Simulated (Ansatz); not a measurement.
ClGeH7Si2 (`[SiH3][GeH]([SiH3])[Cl]`). Charge 0, multiplicity 1. The structure was optimised at the PBE0-D4/def2-TZVP level.

```xyz
11

Si    0.034   -1.123   -1.723
Ge   -0.820   -0.137    0.272
Si    0.635    1.403    1.363
Cl   -1.085   -1.787    1.673
H    -0.919   -2.144   -2.227
H     0.224   -0.065   -2.751
H     1.343   -1.756   -1.419
H    -2.229    0.451    0.065
H     1.935    0.732    1.618
H     0.030    1.843    2.646
H     0.852    2.582    0.482
```

Question: What is the dipole moment at PBE/def2-TZVPP? (Best estimate.)

Answer: Computed: 2.00 D, with components (0.54, 1.44, -1.28) D in this frame, pointing from negative to positive charge.

Question: And with r2SCAN, B3LYP, ωB97M-V? (Estimate.)

Answer: Computed: r2SCAN 2.12 D, B3LYP 2.14 D, ωB97M-V 2.18 D.

Question: Give the Mulliken charges with PBE, r2SCAN, ωB97M-V in def2-TZVPP. (Estimate.)

Answer: The calculation gave: 
```
atom    PBE  r2SCAN  ωB97M-V
 Si1   0.08    0.16     0.07
 Ge2   0.31    0.29     0.13
 Si3   0.08    0.16     0.07
 Cl4  -0.31   -0.34    -0.30
  H5  -0.03   -0.04     0.00
  H6  -0.03   -0.05    -0.01
  H7  -0.03   -0.04     0.00
  H8   0.00    0.00     0.04
  H9  -0.03   -0.04     0.00
 H10  -0.03   -0.04     0.00
 H11  -0.03   -0.05    -0.01
```

B3LYP here is the variant with VWN-RPA as its local correlation; programs differ in this.
